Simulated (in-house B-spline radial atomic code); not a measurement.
Configurations of neutral chromium, with energies counted from [Ar] 3d5 4s1. All numbers are computed (Dirac-Hartree-Fock, average of configuration; Fermi nucleus of rms radius 3.6452 fm) with an all-electron radial atomic-structure program (B-spline basis), not measured. Energies include first-order Breit, QED and recoil terms.

Occupations are held fixed; configurations that lie above the ionisation limit could autoionise.

```json
{"configuration": "[Ar] 3d4 4s1 4p1", "E - E(ref) (eV)": "1.2858", "highest orbital": "4p3/2", "its <r> (bohr)": "4.648"}
{"configuration": "[Ar] 3d4 4s1 5p1", "E - E(ref) (eV)": "3.6962", "highest orbital": "5p3/2", "its <r> (bohr)": "12.53"}
{"configuration": "[Ar] 3d6", "E - E(ref) (eV)": "3.9493", "highest orbital": "3d5/2", "its <r> (bohr)": "1.664"}
{"configuration": "[Ar] 3d4 4s1 6p1", "E - E(ref) (eV)": "4.3857", "highest orbital": "6p3/2", "its <r> (bohr)": "23.09"}
{"configuration": "[Ar] 3d4 4s1 6g1", "E - E(ref) (eV)": "4.8638", "highest orbital": "6g9/2", "its <r> (bohr)": "44"}
{"configuration": "[Ar] 3d4 4s1 7f1", "E - E(ref) (eV)": "4.9638", "highest orbital": "7f5/2", "its <r> (bohr)": "67.41"}
{"configuration": "[Ar] 3d5 7s1", "E - E(ref) (eV)": "4.9922", "highest orbital": "7s1/2", "its <r> (bohr)": "32.06"}
{"configuration": "[Ar] 3d5 6g1", "E - E(ref) (eV)": "5.2521", "highest orbital": "6g9/2", "its <r> (bohr)": "44"}
{"configuration": "[Ne] 3s2 3p5 3d5 4s1 7f1", "E - E(ref) (eV)": "51.598", "highest orbital": "7f5/2", "its <r> (bohr)": "67.41"}
```

Question: Order these further configurations by energy, lowest first.
A. [Ne] 3s2 3p5 3d5 4s1 6f1
B. [Ar] 3d5 4f1
C. [Ne] 3s2 3p5 3d5 4s2
D. [Ar] 3d5 8s1
E. [Ar] 3d5 5s1

Answer: E (3.6256 eV), B (4.7795 eV), D (5.1994 eV), C (45.412 eV), A (51.498 eV).

Question: How far above the reference does [Ar] 3d4 4s1 5g1 lie?

Answer: 4.6975 eV; its least bound orbital is 5g9/2 with <r> = 27.5 bohr.

Question: How far above the reference does [Ne] 3s2 3p5 3d6 4s1 lie?

Answer: 46.207 eV; its least bound orbital is 4s1/2 with <r> = 3.751 bohr.

Question: How far above the reference does [Ar] 3d5 8p1 lie?

Answer: 5.2661 eV; its least bound orbital is 8p3/2 with <r> = 55.17 bohr.
